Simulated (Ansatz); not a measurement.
`C[N](C)[In]([F])[SH]` → 2 C• + F• + 7 H• + In• + N• + S•  (atomization)

Isolated molecules relaxed with PBE0-D4/def2-TZVP in Ansatz; ΔE leaves out vibrations. CCSD(T)/CBS is the MP2 limit (def2-TZVPP, def2-QZVPP) plus CCSD(T) − MP2 in def2-TZVPP, frozen cores. This one scheme is used for every species, atoms too. Functionals use def2-TZVPP. B3LYP here is the variant with VWN-RPA as its local correlation; programs differ in this. No spin–orbit coupling; open shells (•) take unrestricted orbitals. Spin–orbit coupling would lower the free atoms: a little for C, F, S; strongly for In. Elements past krypton have def2 core potentials. Bonds to In are less sure, by a few kJ/mol each and by 10 to 20 or more in all where they break to atoms, as the def2 sets lack core-valence functions. Each species was taken in one conformer, which may not be the lowest.

```json
{"level": "PBE-D4", "ΔE (kJ/mol)": "4563.0", "difference from CCSD(T)/CBS": "74.5"}
{"level": "ωB97X-V", "ΔE (kJ/mol)": "4496.7", "difference from CCSD(T)/CBS": "8.2"}
{"level": "PBE", "ΔE (kJ/mol)": "4534.5", "difference from CCSD(T)/CBS": "46.0"}
{"level": "PBE0", "ΔE (kJ/mol)": "4444.9", "difference from CCSD(T)/CBS": "-43.6"}
{"level": "B3LYP", "ΔE (kJ/mol)": "4407.4", "difference from CCSD(T)/CBS": "-81.1"}
{"level": "CCSD/def2-TZVPP", "ΔE (kJ/mol)": "4274.8", "difference from CCSD(T)/CBS": "-213.7"}
{"level": "MP2/def2-QZVPP", "ΔE (kJ/mol)": "4499.8", "difference from CCSD(T)/CBS": "11.3"}
{"level": "SCS-MP2/def2-QZVPP", "ΔE (kJ/mol)": "4487.1", "difference from CCSD(T)/CBS": "-1.4"}
{"level": "MP2/CBS(def2)", "ΔE (kJ/mol)": "4554.9", "difference from CCSD(T)/CBS": "66.4"}
{"level": "CCSD/CBS(def2)", "ΔE (kJ/mol)": "4411.7", "difference from CCSD(T)/CBS": "-76.8"}
{"level": "CCSD(T)/CBS", "ΔE (kJ/mol)": "4488.5", "difference from CCSD(T)/CBS": "0"}
```

Largest T1 diagnostic among the species: 0.015.

The D4 term adds +45.8 kJ/mol with B3LYP and +24.4 kJ/mol with PBE0; it sums over pairs of atoms, weighted by their polarisabilities, and B3LYP, whose exchange is more repulsive, gets the larger term. From PBE to PBE0 (25 % exact exchange), in def2-TZVPP and without D4, ΔE moves by −89.6 kJ/mol: exact exchange takes away binding that semilocal exchange gives to molecules. In def2-TZVPP, CCSD(T) changes the Hartree–Fock value by +1214.9 kJ/mol (the triples alone add +76.8 kJ/mol) and MP2 by +1281.3 kJ/mol; breaking electron pairs costs correlation energy, which Hartree–Fock lacks.

For atomizations the MP2-based limit and the directly extrapolated one differ by several kJ/mol either way, and by 10 to 25 for some Ge, Se and Sn compounds, so smaller differences from it don't rank the levels.
